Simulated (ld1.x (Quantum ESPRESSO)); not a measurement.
**Cutoff test, F (Z = 9), TM**

ld1.x (Quantum ESPRESSO) 7.5 input, shortened:

```
&input
   title='F', zed=9., rel=1, dft='PBE', iswitch=3,
   config='[He] 2s2 2p5 3d-2'
 /
 &inputp
   pseudotype=2, tm=.true., lloc=-2, rcloc=1.20,
   nlcc=.false.
 /
3
2S  1  0   2.00   0.00  0.70  0.70  0.0
2P  2  1   5.00   0.00  1.45  1.45  0.0
3D  3  2  -2.00   0.05  1.55  1.55  0.0
 &test
   configts(1)='2s2 2p5'
 /
```

The pseudo-atom Hamiltonian at the reference potential is diagonalised in spherical Bessel functions j_l(qr) that vanish at 20 bohr, with q² up to the cutoff. All-electron valence levels (Ry): 2s -2.1976, 2p -0.8167.

How do the lowest levels (Ry) of each channel move with the cutoff, and are there ghosts?

| cutoff (Ry) | s #1 | p #1 | d #1 | f #1 | Σ f·Δε (mRy) |
| --- | --- | --- | --- | --- | --- |
| 8 | -1.9363 | -0.0088 | 0.0806 | 0.1213 | 4561.7 |
| 15 | -2.0440 | -0.1444 | 0.0806 | 0.1213 | 3668.4 |
| 21 | -2.0476 | -0.2883 | 0.0806 | 0.1213 | 2941.6 |
| 35 | -2.0737 | -0.6555 | 0.0806 | 0.1213 | 1053.6 |
| 50 | -2.1294 | -0.7897 | 0.0806 | 0.1213 | 271.1 |
| 60 | -2.1548 | -0.8106 | 0.0806 | 0.1213 | 115.8 |
| 90 | -2.1897 | -0.8163 | 0.0806 | 0.1213 | 17.8 |
| 120 | -2.1930 | -0.8166 | 0.0806 | 0.1213 | 9.7 |
| 180 | -2.1948 | -0.8167 | 0.0806 | 0.1213 | 5.5 |
| 230 | -2.1969 | -0.8167 | 0.0806 | 0.1213 | 1.4 |
| 350 | -2.1975 | -0.8167 | 0.0806 | 0.1213 | 0.1 |
| 400 | -2.1975 | -0.8167 | 0.0806 | 0.1213 | 0.0 |

Result: no extra level below or beside the all-electron valence levels (s, p, d, f tested); 10 mRy is reached at 120 Ry and 1 mRy at 260 Ry.

Its largest configuration-test error is +2844 meV.
